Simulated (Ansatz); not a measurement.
System: AlOFH$_{2}$, charge 0, singlet. AlOFH2 (SMILES [OH][AlH][F]).
B3LYP-D3(BJ)/def2-TZVP minimum from Ansatz (a first-principles code):
```
Al
F 1 1.6540
O 1 1.6866 2 120.23
H 3 0.9580 1 125.83 2 0.00
H 1 1.5563 2 119.84 3 180.00
```

Quantity: atomisation energy (electronic, to ground-state atoms), in kJ/mol. Open shells are spin-unrestricted; no spin-orbit coupling. CBS(X,Y): correlation extrapolated as X^-3, Hartree-Fock from the larger set (Q,5: extrapolated as (X+1)exp(-9√X)). A bracket is a step between two methods taken in the basis named. Functionals run without relativity, which enters their misses. 'core' is core correlation in cc-pwCVTZ (1s frozen past Ne), 'X2C' scalar relativity in cc-pVTZ-DK, both at CCSD(T). For partners of very few electrons the exact lower level stands in for a higher one.

CCSD(T)/CBS(cc-pV(Q+d)Z,cc-pV(5+d)Z) + [CCSDT(Q) - CCSD(T)]/cc-pV(T+d)Z + core + X2C (Ansatz) gives 1844.9 kJ/mol.

Question: How far off this value is PBE/def2-TZVPD (Ansatz), in which direction, and which of these levels come nearer: r2SCAN/def2-TZVPD, B3LYP/def2-TZVPD, PBE0/def2-TZVPD, wB97M-V/def2-TZVPD, CCSD(T)/CBS(cc-pV(Q+d)Z,cc-pV(5+d)Z) + core + X2C?

Answer: PBE gives 1823.8 kJ/mol, 21.1 kJ/mol below it. Differences of the others: r2SCAN/def2-TZVPD (Ansatz) -18.5; B3LYP/def2-TZVPD (Ansatz) -42.5; PBE0/def2-TZVPD (Ansatz) -67.5; wB97M-V/def2-TZVPD (Ansatz) -18.3; CCSD(T)/CBS(cc-pV(Q+d)Z,cc-pV(5+d)Z) + core + X2C (Ansatz) 0.3 kJ/mol. Nearer than PBE: r2SCAN/def2-TZVPD, wB97M-V/def2-TZVPD, CCSD(T)/CBS(cc-pV(Q+d)Z,cc-pV(5+d)Z) + core + X2C.
